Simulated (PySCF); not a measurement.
## Radial density of Sb (antimony, neutral)

B2PLYP, [Kr] 4d10 5s1 5p4, high-spin 4P determinant (an excited configuration). Calculation: PySCF 2.14, in x2c-TZVPPall (8s6p4d2f, 60 functions); the spin-free X2C one-electron Hamiltonian (Gaussian nucleus).

```tsv
r (bohr)	4πr²ρ (e/bohr)	4πr²(ρα − ρβ)
0.0260	62.90	0.0128
0.0437	57.72	0.0284
0.0736	80.85	0.0520
0.124	70.77	-0.0123
0.208	64.39	0.0804
0.350	51.63	0.0127
0.589	21.93	0.2480
0.991	19.22	-0.0449
1.67	4.411	1.2081
2.80	1.906	1.0872
4.71	0.3127	0.1282
7.93	0.0009831	0.0004
```

Densities and radii are taken from the X2C orbitals without a picture-change correction, which distorts them close to the nucleus.

Task: Where is the radial spin density 4πr²(ρα − ρβ) most negative, and why is it negative at all?

Result: Around r = 0.991 bohr, down to -0.0449 e/bohr: exchange with the open shell polarises the paired shells in an unrestricted calculation.
